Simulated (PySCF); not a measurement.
**`C#CC=C=C(C#C)C=O`, C₈H₄O**

Geometry:
```csv
atom,x (Å),y (Å),z (Å)
C1,-3.727,-0.934,-0.775
C2,-2.674,-0.966,-0.175
C3,-1.453,-1.026,0.553
C4,-0.346,-0.416,0.200
C5,0.763,0.231,-0.122
C6,1.773,-0.332,-0.959
C7,2.662,-0.760,-1.664
C8,0.982,1.626,0.411
O9,0.230,2.195,1.149
H10,-4.657,-0.899,-1.311
H11,-1.436,-1.626,1.475
H12,3.443,-1.151,-2.291
H13,1.931,2.089,0.045
```

Computed, not measured: quadratic response CAM-B3LYP/aug-cc-pVDZ first hyperpolarisability, Taylor convention, gas phase in PySCF. Geometry: PBE0-D3(BJ)/def2-SVP.

Task: Give the tensor of the second harmonic β(−2ω;ω,ω) at 1907 nm in the axes of these coordinates.

Result: In au, Taylor convention; rows are the first index (the induced dipole):
```csv
,xx,yy,zz,xy,xz,yz
x,+18.1,-54.0,-4.9,+22.4,+1.1,-28.8
y,+27.2,-20.6,+31.5,-50.9,-28.8,-3.7
z,+3.5,-1.8,+65.1,-27.0,-5.4,+31.0
```
Norm of βᵢ = ⅓ Σⱼ (βᵢⱼⱼ + βⱼᵢⱼ + βⱼⱼᵢ): 82.6 au, hyper-Rayleigh value 52.0 au.
